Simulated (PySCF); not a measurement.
SMILES FC(F)(F)Cc1ccccc1 (C8H7F3), GFN2-xTB optimised geometry.

```
18

F     -2.42    -1.43     2.17
C     -1.70    -2.34     1.48
F     -0.56    -2.53     2.16
F     -2.39    -3.49     1.56
C     -1.46    -1.92     0.04
C     -0.70    -0.62     0.00
C     -1.38     0.59     0.01
C     -0.69     1.79     0.01
C      0.70     1.78     0.00
C      1.38     0.58     0.00
C      0.69    -0.62     0.00
H     -0.90    -2.72    -0.44
H     -2.44    -1.82    -0.44
H     -2.46     0.60     0.01
H     -1.22     2.72     0.01
H      1.24     2.71     0.00
H      2.46     0.57     0.00
H      1.22    -1.55     0.00
```

Density from PBE0/def2-SVP (PySCF) at that geometry.

Minimum of the electron density along straight lines between bonded atoms, close to the bond critical point (lines longer than 1.1 times the sum of covalent radii, or with two minima, are not listed):

```csv
bond,length / Å,ρ at the minimum / e bohr⁻³,∇²ρ there / e bohr⁻⁵,position (fraction from the first atom)
F1–C2,1.340,0.276,-0.21,0.66
C2–F3,1.340,0.275,-0.21,0.34
C2–F4,1.345,0.273,[?],0.34
C2–C5,1.519,0.261,[?],0.54
C5–C6,1.508,0.251,-0.58,0.51
C6–C7,1.388,0.310,-0.79,0.50
C7–C8,1.384,0.312,-0.80,0.50
C8–C9,1.384,0.312,-0.80,0.50
C9–C10,1.384,0.312,-0.80,0.50
C6–C11,1.388,0.310,-0.79,0.50
C10–C11,1.384,0.312,-0.80,0.50
C5–H12,1.091,0.277,-1.03,0.63
C5–H13,1.091,0.277,-1.03,0.63
C7–H14,1.080,0.284,-1.08,0.63
C8–H15,1.080,0.284,-1.08,0.63
C9–H16,1.080,0.284,-1.08,0.63
C10–H17,1.080,0.284,-1.08,0.63
C11–H18,1.080,0.284,-1.08,0.63
```

Question: Some entries are withheld; supply them.

Answer: 
- C2–F4, ∇²ρ there / e bohr⁻⁵: -0.23
- C2–C5, ∇²ρ there / e bohr⁻⁵: -0.65
